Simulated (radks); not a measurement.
The numbers below are computed, except where a source is named.
How relativity changes the ionisation of the gallium ion Ga4+ ([Ar] 3d9) to Ga5+ ([Ar] 3d8). Spin-unpolarised spherical Kohn-Sham, BLYP, point nucleus unless stated (finite: rms radius 3.9973 fm), a radial shooting solver on a logarithmic mesh with Libxc functionals. A level marked "c x" has the speed of light scaled by that factor and shares open shells by 2j + 1; other Dirac levels either fill j = l - 1/2 first or share by 2j + 1.

| level | E(Ga4+) (hartree) | E(Ga5+) (hartree) | IE (eV) | HOMO | <r> HOMO (bohr) |
|---|---|---|---|---|---|
| non-rel. | -1920.46476 | -1917.20034 | 88.829 | 3d | 0.7422 |
| scalar-rel. | -1939.83218 | -1936.58750 | 88.292 | 3d | 0.7451 |
| scalar-rel., finite nucleus | -1939.82157 | -1936.57688 | 88.292 | 3d | 0.7451 |
| Dirac, 2j+1 shares | -1939.91317 | -1936.66857 | 88.290 | 3d5/2 | 0.7468 |
| Dirac, low j first | -1939.92065 | -1936.68471 | 88.055 | 3d5/2 | 0.7469 |
| Dirac, 2j+1 shares, finite nucleus | -1939.90254 | -1936.65794 | 88.290 | 3d5/2 | 0.7468 |
| Dirac, c x 1.25 | -1932.79798 | -1929.54626 | 88.484 | 3d5/2 | 0.7451 |
| Dirac, c x 2 | -1925.23545 | -1921.97599 | 88.694 | 3d5/2 | 0.7433 |
| Dirac, c x 10 | -1920.65446 | -1917.39023 | 88.824 | 3d5/2 | 0.7423 |

NIST Atomic Spectra Database: 86.0 eV (semi-empirical). The relativistic part of the total energy of Ga4+ is -19.44 hartree (Dirac, 2j+1 shares, finite nucleus), 1 % of the non-relativistic value. Spin polarisation and multiplet splitting of open shells are left out at every level.

Beside tabulated values, note that spin-unpolarised runs miss the spin-polarisation part of the exchange energy of open shells.
